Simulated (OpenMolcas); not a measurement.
**Cl+: RASPT2 settings compared**

| Property | Result |
| --- | --- |
| Program | OpenMolcas |
| Basis | ANO-RCC-VTZP [5s4p2d1f] |
| Scalar Hamiltonian | X2C, point nucleus |
| Active space | 6 electrons in 9 orbitals (RAS2 3s 3p; RAS3 3d, at most 2 electrons) |
| State averaging | 2S+1 = 3 even, 3 roots; 2S+1 = 1 even, 6 roots; 2S+1 = 3 odd, 3 roots (0 in the spin-orbit step) |
| Spin-orbit coupling | state interaction with AMFI integrals over the reference wave functions, term energies averaged over their components |

Methods on the same reference wave functions:
A. RASSCF
B. SS-RASPT2, IPEA 0.4 Eh, real shift 0.3 Eh (closed shells correlated: 2s 2p)
C. SS-RASPT2, IPEA 0.35 Eh, no level shift (closed shells correlated: 2s 2p)
D. XMS-RASPT2, IPEA 0.2 Eh, imaginary shift 0.4 Eh (closed shells correlated: 2s 2p)

Energies in cm⁻¹ above 3s² 3p⁴ ³P₂, the measured ground level; measured values from NIST Handbook of Basic Atomic Spectroscopic Data.

```
      Level      A      B      C      D  Measured
3s² 3p⁴ ³P₂    0.0    0.0    0.0    0.0       0.0
3s² 3p⁴ ³P₁    628    629    629    629       696
3s² 3p⁴ ³P₀    910    910    910    910       996
3s² 3p⁴ ¹D₂  13450  12140  12130  12160     11654
3s² 3p⁴ ¹S₀  29501  28470  28450  28640     27878
```

Deviations, from unrounded energies. A percentage is the sum of absolute deviations over the sum of measured energies, with the sign that they share, or ± where signs differ.

```csv
Against measurement,Levels,A,B,C,D
mean absolute deviation (cm-1),4,890,310,300,360
fine structure of the ground term (%),2,-9.2,-9.0,-9.0,-9.0
other terms of the ground configuration (%),2,+8.7,+2.7,+2.6,+3.2
```

B, C lie about equally close to measurement and A furthest from it. The largest miss of C in the table is 3s² 3p⁴ ¹S₀, by +570 cm-1. The ranking rests on the paired levels alone, and a cruder setting can come out closer through cancelling errors.

Among B to D the level of the table that moves most is 3s² 3p⁴ ¹S₀, by 200 cm-1 (lowest in C, highest in D). Moves below CASPT2's spread within the term are not significant.

The mean deviations of B to D differ by less than CASPT2's widest spread within a term (200 cm-1), so their order carries little weight.

From A to B the spin-free energies of the other terms of 3s² 3p⁴ shown, above ³P, scale by factors of 0.90 to 0.96.

The lowest spin-free term lies below A's lowest term by 0.070 hartree in B, 0.071 hartree in C, 0.073 hartree in D.

CASPT2 does not keep the components of a term degenerate, so their means are used; among the terms shown or strongly mixed into the levels shown the widest spread is 200 cm-1 (3s² 3p⁴ ¹D, D). Active for correlation alone: 3d; no level in the range computed is led by a configuration that fills it, so any true level of that kind is missing. Without dynamic correlation excited terms often stand tens of per cent too high (terms of higher spin than the ground term too low), and those without a measured partner can miss by more than the paired ones (holds for A). Computed and measured levels are paired by configuration, term and J; levels that our copy of the source lacks, or whose pairing is in doubt (as where it misses far off the trend of its configuration), stay unpaired and out of the deviations. Only configurations of the active space appear.
